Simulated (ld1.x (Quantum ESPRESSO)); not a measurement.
**Reading a pseudo-wave (C (Z = 6))**

Columns: radius, all-electron u(r) and pseudo u(r) of the 2s shell (level -32.62 eV) of carbon in the configuration [He] 2s2 2p0.5; PBEsol, scalar-relativistic, PAW scheme, ld1.x (Quantum ESPRESSO) 7.5.

```
r (bohr)  all-electron   pseudo
   0.143        0.3887  -0.1824
   0.285        0.1992  -0.3545
   0.428       -0.1189  -0.5106
   0.570       -0.4084  -0.6422
   0.713       -0.6294  -0.7469
   0.855       -0.7740  -0.8209
   0.998       -0.8526  -0.8650
   1.140       -0.8778  -0.8790
   1.283       -0.8639  -0.8639
   1.425       -0.8235  -0.8235
   1.568       -0.7658  -0.7658
   1.710       -0.6993  -0.6993
   1.853       -0.6286  -0.6286
   1.995       -0.5587  -0.5587
   2.138       -0.4913  -0.4913
   2.280       -0.4289  -0.4289
   2.423       -0.3715  -0.3715
   2.565       -0.3204  -0.3204
   2.708       -0.2746  -0.2746
   2.850       -0.2347  -0.2347
   2.992       -0.1998  -0.1998
   3.135       -0.1694  -0.1694
   3.278       -0.1431  -0.1431
   3.420       -0.1207  -0.1207
   3.563       -0.1014  -0.1014
   3.705       -0.0852  -0.0852
```

How many radial nodes do the two functions have?

The all-electron 2s function has n − l − 1 = 1; the pseudo-wave has 0, since the states of the same l below it are removed with the core.

At about which radius was the pseudo-wave matched?

1.25 bohr, where the columns begin to agree (steps of 0.14 bohr).

Where does each function peak?

Outermost all-electron maximum near 1.14 bohr, pseudo maximum near 1.14 bohr (to the table’s step).

Is the pseudo-wave norm-conserving?

No, it belongs to a PAW set: the norm inside the radius is not constrained, and the difference is carried by the augmentation charge.
